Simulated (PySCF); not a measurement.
Isomers C$_{7}$H$_{8}$N$_{2}$:

A. `InChI=1S/C7H8N2/c8-4-6-7(9-6)5-2-1-3-5/h5,7H,1-3H2/t7-/m1/s1`
B. `CCc1ccc(C#N)[nH]1`
C. SMILES C/N=C\c1ccncc1

Spectrum 1. 1H NMR (500 MHz, computed): δ 9.12 (d, 2H), 8.81 (s, 1H), 7.19 (d, 2H), 3.81 (s, 3H). 13C{1H} NMR (computed): δ 164.7 (CH), 156.4 (CH), 145.1 (C), 126.9 (CH), 43.2 (CH3).

Spectrum 2. 1H NMR (500 MHz, computed): δ 3.08 (m, 1H), 2.29 (m, 1H), 2.28 (m, 1H), 2.09 (m, 1H), 1.90 (m, 1H), 1.85 (m, 1H), 1.56 (m, 1H), 1.10 (m, 1H). 13C{1H} NMR (computed): δ 179.2 (C), 115.4 (C), 46.8 (CH), 34.7 (CH), 25.1 (CH2), 22.8 (CH2), 16.9 (CH2).

Spectrum 3. 1H NMR (500 MHz, computed): δ 7.65 (br s, 1H), 7.02 (m, 1H), 6.23 (m, 1H), 2.65 (q, 2H), 1.23 (t, 3H). 13C{1H} NMR (computed): δ 143.5 (C), 128.8 (CH), 119.1 (C), 112.7 (CH), 104.2 (C), 26.4 (CH2), 20.4 (CH3).

Method: geometry from GFN2-xTB, shielding tensors at PBE0/pcSseg-1 (GIAO), in PySCF 2.14.0 with density-fitted response routines (non-relativistic Hamiltonian, fast rotation and ring inversion assumed for equivalent nuclei, no solvent model, a single conformation).

Chemical shifts δ = σref − σ; TMS for 1H (σ = 31.72 ppm) and 13C (σ = 186.93 ppm), all at this level. Where no couplings were computed, multiplicities follow the n + 1 count of equivalent neighbours, and m marks all less simple cases (inequivalent or close neighbours, rings, F or P nearby). Shifts are as computed. Against solution values, carbons near 30 ppm lie about +3 ppm off and those near 130 ppm about +5 ppm. Of 1211 compounds with measured shifts, 218 miss one by over three times the rms of a fit or turn the order of signals round; such compounds aren't used in these exercises. OH and NH positions are gas-phase values without hydrogen bonding to other molecules.

Match each spectrum to its structure.

## Answers

1–C, 2–A, 3–B.

- Spectrum 1 (C): 5 13C signals; δC 156.4 is an aromatic CH next to a ring nitrogen; δC 126.9 is an aromatic CH.
- Spectrum 2 (A): 7 13C signals; δC 115.4 is a nitrile carbon; δC 46.8 is a three-membered-ring carbon.
- Spectrum 3 (B): 7 13C signals; δC 128.8 is an aromatic CH; δC 119.1 is a nitrile carbon.
